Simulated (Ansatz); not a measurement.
`[OH][Zr]([F])([F])[Cl]`, relaxed with RKS PBE0-D4/def2-TZVP in the Gaussian-basis code of Ansatz from a PBE-D4/def2-SVP geometry. The force threshold is 0.005 eV/Å; the program also tests the step.

The species carries charge 0 and has multiplicity 1. Zr takes the def2 core potential.

Start:

```xyz
6

O     1.042   -0.614    0.809
Zr   -0.356    0.213   -0.185
F    -2.029   -0.557    0.327
F    -0.393    2.080    0.222
Cl   -0.006   -0.096   -2.509
H     1.742   -1.026    1.335
```

```tsv
step	energy (eV)	largest force (eV/Å)	largest move (Å)
1	-21301.0525	0.553	0.000
2	-21301.0689	0.192	0.033
3	-21301.0703	0.014	0.008
4	-21301.0703	0.014	0.002
5	-21301.0704	0.006	0.005
6	-21301.0705	0.018	0.016
7	-21301.0705	0.002	0.002
```

End:

```xyz
6

O     1.028   -0.605    0.819
Zr   -0.356    0.214   -0.176
F    -2.020   -0.550    0.322
F    -0.396    2.069    0.217
Cl    0.007   -0.103   -2.479
H     1.737   -1.026    1.297
```

Run time 21 s (4 threads of an Arm Neoverse V1 on a shared host); peak host memory 0.43 GiB.
